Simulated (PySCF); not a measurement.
Geometry (Å), atoms numbered from 1 in this order:
```xyz
18

Si    0.397    0.044   -0.235
C     1.764   -1.056   -0.877
C     0.900    0.890    1.362
C    -0.112    1.310   -1.518
O    -0.917   -0.949    0.076
Si   -2.318   -1.047    0.941
H     1.439   -1.594   -1.781
H     2.661   -0.470   -1.132
H     2.050   -1.805   -0.122
H     1.776    1.541    1.211
H     0.083    1.517    1.754
H     1.161    0.150    2.135
H    -0.945    1.930   -1.151
H    -0.441    0.817   -2.446
H     0.725    1.983   -1.768
H    -3.289   -1.908    0.205
H    -2.066   -1.644    2.289
H    -2.926    0.309    1.136
```

Non-relativistic, no solvent, one conformer, fast rotation and ring inversion assumed for equivalent nuclei. GIAO KT2/pcSseg-1 shieldings; structure optimised with PBE0-D3(BJ)/def2-SVP; PySCF 2.14.0 with density-fitted response routines.

References, each an isolated molecule treated in the same way: ¹³C (183.22 ppm) and ¹H (31.18 ppm) and ²⁹Si (361.05 ppm) against TMS; ¹⁷O (330.66 ppm) against H2O.

```json
{"atoms": "O5", "nucleus": "¹⁷O", "count": "1", "δ (ppm)": "?"}
{"atoms": "H16/H17/H18", "nucleus": "¹H", "count": "3", "δ (ppm)": "5.13"}
{"atoms": "Si1", "nucleus": "²⁹Si", "count": "1", "δ (ppm)": "23.9"}
{"atoms": "C2/C3/C4", "nucleus": "¹³C", "count": "3", "δ (ppm)": "?"}
{"atoms": "H7/H8/H9/H10/H11/H12/H13/H14/H15", "nucleus": "¹H", "count": "9", "δ (ppm)": "0.13"}
{"atoms": "Si6", "nucleus": "²⁹Si", "count": "1", "δ (ppm)": "-42.0"}
```

Fill in the missing shifts.

Results:


- C2/C3/C4: 1.2 ppm, carbon bonded to Si, 3 H
- O5: 36.0 ppm, oxygen bonded to 2 Si

Shifts are as computed. Against solution values, carbons near 30 ppm lie about +2 ppm off and those near 130 ppm about -5 ppm. Of 1309 compounds with measured shifts, 239 miss one by over three times the rms of a fit or turn the order of signals round; such compounds aren't used in these exercises. Experimental scales use liquid or dissolved standards, which lie at an offset from isolated H2O (liquid H2O: subtract about 36 ppm).
